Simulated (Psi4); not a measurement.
sodium chloride (ClNa), singlet, at a GFN2-xTB geometry (such geometries of metal compounds can be far from the true shape); Psi4 1.11 with BHHLYP/def2-SVPD.

Input for Psi4:
```
memory 2 GB

molecule {
0 1
Na   -0.00000000   -0.00000000   -1.36328114
Cl    0.00000000    0.00000000    0.88212309
}

set {
  basis def2-svpd
}

energy('bhhlyp')
print_variables()
```

### Question
Predict the main parts of the log of this Psi4 run.

### Answer

```
   => Loading Basis Set <=

    Name: DEF2-SVPD
    Role: ORBITAL
    Keyword: BASIS

         ---------------------------------------------------------
                                   SCF
               by Justin Turney, Rob Parrish, Andy Simmonett
                          and Daniel G. A. Smith
                              RKS Reference
         ---------------------------------------------------------

  ==> Geometry <==

    Molecular point group: c2v
    Full point group: C_inf_v

    Geometry (in Angstrom), charge = 0, multiplicity = 1:

       Center              X                  Y                   Z               Mass
    ------------   -----------------  -----------------  -----------------  -----------------
         NA           0.000000000000     0.000000000000    -1.354745973415    22.989769282000
         CL           0.000000000000     0.000000000000     0.890658256585    34.968852682000

  Running in c2v symmetry.

  Rotational constants: A = ************  B =      0.24105  C =      0.24105 [cm^-1]
  Rotational constants: A = ************  B =   7226.53618  C =   7226.53618 [MHz]
  Nuclear repulsion =   44.070522836456043

  Charge       = 0
  Multiplicity = 1
  Electrons    = 28
  Nalpha       = 14
  Nbeta        = 14

  ==> Algorithm <==

  SCF Algorithm Type is DF.
  DIIS enabled.
  MOM disabled.
  Fractional occupation disabled.
  Guess Type is SAD.
  Energy threshold   = 1.00e-06
  Density threshold  = 1.00e-06
  Integral threshold = 1.00e-12

  ==> Primary Basis <==

  Basis Set: DEF2-SVPD
    Blend: DEF2-SVPD
    Number of shells: 19
    Number of basis functions: 45
    Number of Cartesian functions: 48
    Spherical Harmonics?: true
    Max angular momentum: 2

  ==> DFT Potential <==

   => LibXC <=

    Version 7.1.2
    S. Lehtola, C. Steigemann, M. J. T. Oliveira, and M. A. L. Marques,  SoftwareX 7, 1–5 (2018) (10.1016/j.softx.2017.11.002)

   => Composite Functional: BHANDHLYP <=

    BHandHLYP Hyb-GGA Exchange-Correlation Functional

    A. D. Becke,  J. Chem. Phys. 98, 1372 (1993) (10.1063/1.464304)
    Defined through Gaussian implementation.

    Deriv               =              1
    GGA                 =           TRUE
    Meta                =          FALSE

    Exchange Hybrid     =           TRUE
    MP2 Hybrid          =          FALSE

   => Exchange Functionals <=

    0.5000         Becke 88

   => Exact (HF) Exchange <=

    0.5000               HF

   => Correlation Functionals <=

[...]
   @DF-RKS iter   3:  -622.36082524365315   -4.79814e-02   4.20338e-04 ADIIS/DIIS
   @DF-RKS iter   4:  -622.36090994437836   -8.47007e-05   1.30160e-04 ADIIS/DIIS
   @DF-RKS iter   5:  -622.36091690603735   -6.96166e-06   1.42545e-05 DIIS
   @DF-RKS iter   6:  -622.36091699713086   -9.10935e-08   1.02023e-06 DIIS
   @DF-RKS iter   7:  -622.36091699827671   -1.14585e-09   1.35507e-07 DIIS
  Energy and wave function converged.

  ==> Post-Iterations <==

   Electrons on quadrature grid:
      Ntotal   =   27.9999975645 ; deviation = -2.436e-06

    Orbital Energies [Eh]
    ---------------------

    Doubly Occupied:

[...]
    Virtual:

[...]
      22A1     1.231624

    Final Occupation by Irrep:
             A1    A2    B1    B2
    DOCC [     8,    0,    3,    3 ]
    NA   [     8,    0,    3,    3 ]
    NB   [     8,    0,    3,    3 ]

  @DF-RKS Final Energy:  -622.36091699827671

   => Energetics <=

    Nuclear Repulsion Energy =             44.0705228364560426
    One-Electron Energy =                -952.9337772115127336
    Two-Electron Energy =                 308.4577197211540351
    DFT Exchange-Correlation Energy =     -21.9553823443740441
    Empirical Dispersion Energy =           0.0000000000000000
    VV10 Nonlocal Energy =                  0.0000000000000000
    Total Energy =                       -622.3609169982767071

Computation Completed

Properties will be evaluated at   0.000000,   0.000000,   0.000000 [a0]

Properties computed using the SCF density matrix

 Multipole Moments:

 ------------------------------------------------------------------------------------
     Multipole            Electronic (a.u.)      Nuclear  (a.u.)        Total (a.u.)
 ------------------------------------------------------------------------------------

 L = 1.  Multiply by 2.5417464519 to convert [e a0] to [Debye]
 Dipole X            :          0.0000000            0.0000000            0.0000000
 Dipole Y            :          0.0000000            0.0000000            0.0000000
 Dipole Z            :         -3.8495637            0.4516155           -3.3979481
 Magnitude           :                                                    3.3979481

 ------------------------------------------------------------------------------------

  Variable Map:
  ----------------------------------------------------------------------------
[...]
  Array Variable Map:
  ----------------------------------------------------------------------------
[...]
[...]
```
